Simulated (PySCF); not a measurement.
# PBE0 on Sb²⁺ (antimony, charge +2)

Configuration: [Kr] 4d10 5s2 5p1, 2P determinant. Computed with PySCF 2.14 in aug-cc-pwCVTZ-DK3, with the spin-free X2C one-electron Hamiltonian (Gaussian nucleus).

* Total energy: -6479.25 hartree
* One-electron energy: -8865.04 hartree
* Hartree (Coulomb) energy: 2557.06 hartree
* Exchange-correlation energy: -171.27 hartree
* ⟨S²⟩: 0.7524
* ⟨L²⟩: 2.008
* Sum of ⟨r⟩: 30.24 bohr
* Sum of ⟨r²⟩: 37.85 bohr²
* Traceless quadrupole moment −½Σ⟨3z² − r²⟩ along its main axis: -2.74 e·bohr²
* Langevin diamagnetic susceptibility: -30.0 ×10⁻⁶ cm³/mol

| shell | electrons | mean orbital energy (eV) | spread (eV) | rms radius, mean of both spins (bohr) |
| --- | --- | --- | --- | --- |
| 1s α | 1 | -30363.0 | 0 | 0.0326 |
| 1s β | 1 | -30362.9 | 0 | 0.0326 |
| 2s α | 1 | -4661.4 | 0 | 0.133 |
| 2s β | 1 | -4661.4 | 0 | 0.133 |
| 2p α | 3 | -4188.3 | 0.042 | 0.118 |
| 2p β | 3 | -4188.3 | 0.104 | 0.118 |
| 3s α | 1 | -939.47 | 0 | 0.353 |
| 3s β | 1 | -939.43 | 0 | 0.353 |
| 3p α | 3 | -783.80 | 0.137 | 0.353 |
| 3p β | 3 | -783.75 | 0.234 | 0.353 |
| 3d α | 5 | -545.02 | 0.157 | 0.332 |
| 3d β | 5 | -544.99 | 0.210 | 0.332 |
| 4s α | 1 | -174.39 | 0 | 0.842 |
| 4s β | 1 | -174.31 | 0 | 0.842 |
| 4p α | 3 | -126.02 | 0.320 | 0.911 |
| 4p β | 3 | -125.92 | 0.551 | 0.911 |
| 4d α | 5 | -54.879 | 0.427 | 1.11 |
| 4d β | 5 | -54.746 | 0.643 | 1.11 |
| 5s α | 1 | -31.032 | 0 | 2.22 |
| 5s β | 1 | -29.900 | 0 | 2.22 |
| 5p α | 1 | -21.675 | 0 | 2.65 |

Densities and radii are taken from the X2C orbitals without a picture-change correction, which distorts them close to the nucleus.
